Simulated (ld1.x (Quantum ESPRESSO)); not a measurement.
Hf (Z = 72): variants of one TM potential

Base potential:

hafnium, norm-conserving Troullier–Martins (Kleinman–Bylander form), made with ld1.x (Quantum ESPRESSO) 7.5 (Wu–Cohen, scalar-relativistic). Core [Kr] 4d10 4f14, reference 5s2 5p6 5d2 6s2 6p0. Waves: 5p (bound): rc 1.75 bohr; 5d (bound): rc 2.10 bohr; 5s (bound): rc 1.15 bohr. Local part: the s channel. Core correction: Bessel-smoothed model core inside 0.85 bohr.

Occupied shells without a wave of their own: 6s. They enter only through the test configuration that unscreens the potential, and ld1.x also counts them in the model core charge.

All-electron outer shells of the reference configuration (Wu–Cohen, scalar-relativistic, ld1.x):

```
shell  level (eV)  outermost node (bohr)  outermost maximum (bohr)
   4d     -206.57                   0.23                      0.47
   5s      -67.01                   0.55                      1.01
   5p      -35.56                   0.60                      1.16
   4f      -16.82                      –                      0.45
   6s       -5.14                   1.37                      2.89
   5d       -2.71                   0.67                      1.69
   6p       -1.35                   1.66                      4.00
```

Cutoffs, loose and tight: the cutoffs (Ry, on a coarse ladder) from which the occupation-weighted sum of valence levels, in a spherical-Bessel basis at the reference potential, stays within 10 and 1 mRy of its value at 400 Ry. They do not see the model core or the augmentation charge, which bear on the density cutoff. Test errors are all-electron minus pseudo excitation energies from the reference, over the configurations 5s2 5p6 5d2 6s1 6p0; 5s2 5p6 5d2 6s0 6p0; 5s2 5p6 5d1 6s0 6p0; 5s2 5p6 5d2 6s0 6p1; 5s2 5p6 5d2 6s0 6p2; 5s2 5p6 5d2.5 6s1.5 6p0; 5s2 5p6 5d3 6s0 6p0. A dash means not determined; rows that change the core or the reference have their own tests.

With those shells counted twice in exchange and correlation these files are broken, and their errors move erratically; no question is asked of them.

| change | outcome | cutoff, loose | cutoff, tight | bound ghosts | largest test error (meV) |
| --- | --- | --- | --- | --- | --- |
| base | generated | 100 Ry | 180 Ry | none | -1554 |
| reference 5s2 5p6 5d2 6s1.75 6p0.25 | generated | 100 Ry | 180 Ry | none | -2153 |
| all radii but the core radius scaled by about 0.91 (s 1.04, p 1.60, d 1.92 bohr) | generated | 100 Ry | 180 Ry | none | -1545 |
| wave 5s (bound): rc 1.15 bohr becomes 5s (bound): rc 1.00 bohr | generated | 140 Ry | 200 Ry | none | -1590 |
| functional PBE | generated | 100 Ry | 180 Ry | none | -1168 |
| type RRKJ; rho0 0.005 | generated | 100 Ry | 180 Ry | none | -1554 |
| wave 5d (bound): rc 2.10 bohr becomes 5d (bound): rc 2.82 bohr | generated | 100 Ry | 180 Ry | none | -1549 |
